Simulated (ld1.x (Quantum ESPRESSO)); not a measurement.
## PBE PAW dataset for N, scalar-relativistic all-electron reference.

```json
{
  "Element": "N (Z = 7)",
  "Generator": "ld1.x (Quantum ESPRESSO) 7.5",
  "Type": "PAW",
  "Functional": "PBE",
  "Relativity": "scalar-relativistic",
  "Frozen core": "[He]",
  "Valence charge": "5",
  "Reference configuration": "2s1.75 2p3.25",
  "Partial waves": "2s (bound): rcut 0.85, rcutus 1.20 bohr; 2s channel at 1.5 Ry: rcut 0.85, rcutus 1.20 bohr; 2p (bound): rcut 1.15, rcutus 1.55 bohr; 2p channel at 1.7 Ry: rcut 1.15, rcutus 1.55 bohr; 3d channel at 0.3 Ry: rcut 1.10, rcutus 1.30 bohr; 3d channel at 1.85 Ry: rcut 1.10, rcutus 1.30 bohr",
  "Local potential": "all-electron potential smoothed inside 1.45 bohr (lloc = -1)",
  "Core correction": "a·sin(br)/r model core inside 0.85 bohr",
  "Augmentation charge": "BG, radius 0.85 bohr"
}
```

* Cutoffs needed: 30 Ry and 40 Ry (the cutoffs (Ry, on a coarse ladder) from which the occupation-weighted sum of valence levels, in a spherical-Bessel basis at the reference potential, stays within 10 and 1 mRy of its value at 400 Ry)
* Ghost test: no extra level below or beside the all-electron valence levels (s, p, d, f tested) (spherical-Bessel basis up to 400 Ry, 20 bohr box)
* Configuration tests: test run stopped at test 3 of 7 (negative rho)
* Lowest eigenvalue of the overlap operator: 0.56 (s channel)
